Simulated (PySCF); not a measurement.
Numbering as in the mapped SMILES `[CH3:1][CH2:2][O:3][c:4]1[cH:5][cH:6][cH:7][o:8]1` (H(Xn): hydrogen on atom n).

GIAO PBE0/pcSseg-1 shifts (PySCF 2.14.0 with density-fitted response routines, gas phase, non-relativistic, equivalent atoms averaged), each against references optimised in the same way as the molecule (TMS, H2O).

On the GFN2-xTB geometry: C4 167.2, C7 134.7, C6 119.3, C5 89.8, C2 65.8, C1 17.6, O8 275.8, O3 120.8, H(C7) 6.93, H(C6) 6.59, H(C5) 5.56, H(C2) 4.49, H(C1) 1.32 ppm.

What changes on the PBE0-D3(BJ)/def2-SVP geometry?

Results:


| atoms | δ (ppm) | change |
| --- | --- | --- |
| C4 | 163.1 | -4.1 |
| C7 | 133.7 | -1.0 |
| C6 | 118.5 | -0.8 |
| C5 | 87.1 | -2.7 |
| C2 | 63.7 | -2.1 |
| C1 | 16.4 | -1.2 |
| O8 | 277.1 | +1.3 |
| O3 | 115.2 | -5.6 |
| H(C7) | 6.80 | -0.13 |
| H(C6) | 6.42 | -0.17 |
| H(C5) | 5.40 | -0.16 |
| H(C2) | 4.23 | -0.26 |
| H(C1) | 1.19 | -0.13 |

Bonds between heavy atoms that differ most (equivalent bonds averaged): O3–C4 1.342 → 1.327 Å, C5–C6 1.419 → 1.434 Å, C1–C2 1.524 → 1.513 Å, C7–O8 1.359 → 1.366 Å, C6–C7 1.355 → 1.359 Å. Mean change of bonds to hydrogen: C–H +0.013 Å.
